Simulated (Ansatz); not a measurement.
A nudged elastic band was laid between two geometries of CH3AlOS (7 atoms, charge 0, multiplicity 1).

All numbers below come from Ansatz, RKS B3LYP/def2-SVP.

```json
{"movable images": "5", "climbing image": "yes", "spring": "5.0 eV/Å²", "optimiser": "quadratic models (default)", "start path": "through a guess of the saddle point", "force threshold": "0.05 eV/Å", "iteration limit": "60", "end points": "relaxed"}
```

Initial state:

```xyz
7
Properties=species:S:1:pos:R:3
C -0.460 0.859 -0.034
O 0.320 0.262 0.968
Al 0.690 -1.207 0.105
S -0.504 -0.360 -1.504
H -0.023 1.805 -0.395
H -1.500 1.030 0.293
H 1.539 -2.457 0.521
```

Final state:

```xyz
7
Properties=species:S:1:pos:R:3
C -0.286 0.553 0.001
O 0.483 -0.511 0.599
Al 0.546 -1.963 -0.996
S -0.734 -0.088 -1.641
H 0.329 1.465 -0.070
H -1.177 0.762 0.616
H 0.900 -0.285 1.445
```

(1) Which bonds break or form, and what moves?

(2) What energy profile does the band end with?

(3) What is the geometry of the highest image?

The band took 9 iterations and of the order of 4 core-minutes.

Answers

(1) Bonds broken: Al3–H7. Bonds formed: O2–H7.

(2) The run converged. The highest image is number 3 of 0 to 6, 287.7 kJ/mol above the first end and 175.6 kJ/mol above the last; the last end lies 112.1 kJ/mol above the first. Neighbouring images differ by up to 1.6 eV, so the band resolves the path poorly. A vibrational analysis at the climbing image gives one clearly imaginary mode, 1406i cm⁻¹: a first-order saddle point. The orbitals stay closed-shell, which can raise the energy where a bond breaks towards radicals; this wasn't checked here.

| image | path coordinate (Å) | energy (kJ/mol) | Al3–H7 (Å) | O2–H7 (Å) |
| --- | --- | --- | --- | --- |
| 0 | 0.00 | 0.0 | 1.57 | 3.01 |
| 1 | 0.76 | 23.9 | 1.55 | 2.81 |
| 2 | 1.53 | 133.1 | 1.54 | 2.24 |
| 3 | 2.29 | 287.7 | 1.69 | 1.46 |
| 4 | 2.86 | 146.9 | 2.15 | 1.00 |
| 5 | 3.42 | 116.3 | 2.76 | 0.97 |
| 6 | 3.99 | 112.1 | 2.98 | 0.97 |

(3) 
```xyz
7
Properties=species:S:1:pos:R:3
C -0.346 0.637 -0.011
O 0.163 -0.268 0.943
Al 0.346 -1.764 -0.209
S -0.615 -0.314 -1.616
H 0.345 1.471 -0.210
H -1.297 1.050 0.365
H 1.466 -0.879 0.692
```

Time of the run: 4.1 min on 1 thread of Arm Neoverse N1, with other jobs on the host, peak memory 0.16 GiB.
